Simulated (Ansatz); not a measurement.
Ansatz (an electronic-structure program) input for C4H4ClF, SMILES CC(Cl)=C=CF, PBE/def2-SVPD. The structure is a stationary point at B3LYP-D3(BJ)/def2-SVP. This is a generated structure with no PubChem entry under its InChIKey; it may be hypothetical.

Ansatz 0.2 input:
```yaml
crystal:
  periodic: [false, false, false]
  atoms:
    - {symbol: C, position_ang: [-1.79123862, -0.88823765, 0.69007208]}
    - {symbol: C, position_ang: [-0.66359079, -0.03142638, 0.19737193]}
    - {symbol: Cl, position_ang: [-1.19702298, 1.44129677, -0.62676916]}
    - {symbol: C, position_ang: [0.61700701, -0.27573575, 0.32176028]}
    - {symbol: C, position_ang: [1.89333489, -0.50831472, 0.49587577]}
    - {symbol: F, position_ang: [2.64463423, -1.20203136, -0.37432414]}
    - {symbol: H, position_ang: [-1.40426834, -1.78498808, 1.19289316]}
    - {symbol: H, position_ang: [-2.42088436, -0.31899808, 1.39256319]}
    - {symbol: H, position_ang: [-2.43072691, -1.19286689, -0.15373536]}
    - {symbol: H, position_ang: [2.47048750, -0.16462287, 1.36179154]}
basis:
  gaussian:
    orbitals: def2-SVPD
hamiltonian:
  xc: {name: PBE}
```

Log of the run:

```
Functional definition: PBE
integrals: 0.10 GiB planned
1393 factors; their error is unknown
mean field: 0.63 GiB planned
mean field evaluation 1: about -19419.9749 eV, gradient 6.0e1 eV
mean field evaluation 2: about -19404.2223 eV, gradient 9.3e1 eV
mean field evaluation 4: about -19429.0262 eV, gradient 1.2e1 eV
mean field evaluation 8: about -19429.3587 eV, gradient 1.1e-1 eV
mean field evaluation 16: about -19429.2851 eV, gradient 3.5e-4 eV
mean field -19429.28511375 eV, -714.0130582879 hartree, gradient 3.9e-5 eV, S^2 0.000000; 0 other end points of the search recorded, 0 dependent functions left out
reference -19429.28516714 eV, -714.0130602498 hartree; 27, 27 occupied and 135, 135 virtual orbitals, 1393 factors
Total energy: -19429.28516714 eV, -714.0130602498 hartree
```

The calculation finished and met its thresholds.
